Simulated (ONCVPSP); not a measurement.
# Varying the ONCV potential for antimony

Base potential:

Sb, optimised norm-conserving Vanderbilt (ONCV), made with ONCVPSP 4.0.1 (PBEsol, scalar-relativistic). Core [Ar] 3d10, reference 4s2 4p6 4d10 5s2 5p2.5 (charge +0.5). Waves: 4s+5s: rc 1.25 bohr, ncon 4, nbas 7, qcut 7.6 1/bohr, 2 projectors; 4p+5p: rc 1.55 bohr, ncon 5, nbas 10, qcut 7.1 1/bohr, 2 projectors; 4d: rc 1.45 bohr, ncon 4, nbas 8, qcut 10.3 1/bohr, 1 projector. Local part: polynomial inside 0.85 bohr (lpopt 5, dvloc0 0 Ha). Core correction: none.

Cutoffs, loose and tight: the cutoffs (Ha) at which the residual kinetic energy of the hardest occupied pseudo-wave falls to 1 and 0.1 mHa per electron. They do not see the model core or the augmentation charge, which bear on the density cutoff. Test errors are all-electron minus pseudo excitation energies from the reference, over the configurations 4s2 4p6 4d10 5s2 5p3; 4s2 4p6 4d10 5s2 5p2; 4s2 4p6 4d10 5s2 5p1; 4s2 4p6 4d10 5s1 5p3. A dash means not determined; rows that change the core or the reference have their own tests.

```csv
change,outcome,"cutoff, loose","cutoff, tight",bound ghosts,GHOST(+) flags above zero,largest test error (meV)
base,generated,41 Ha,82 Ha,none,s,-4.9
"d: ncon 3, nbas 7",generated,39 Ha,82 Ha,none,s,-5.0
s: nbas 8,generated,41 Ha,102 Ha,none,s,-4.9
p: rc 2.28,generated,41 Ha,82 Ha,none,s,-5.4
```

**Question.** What comes out with this change to the base: d: qcut 7.4?

**Answer.** outcome: generated; cutoff, loose: 89 Ha; cutoff, tight: 115 Ha; bound ghosts: none; GHOST(+) flags above zero: s; largest test error (meV): -5.1.
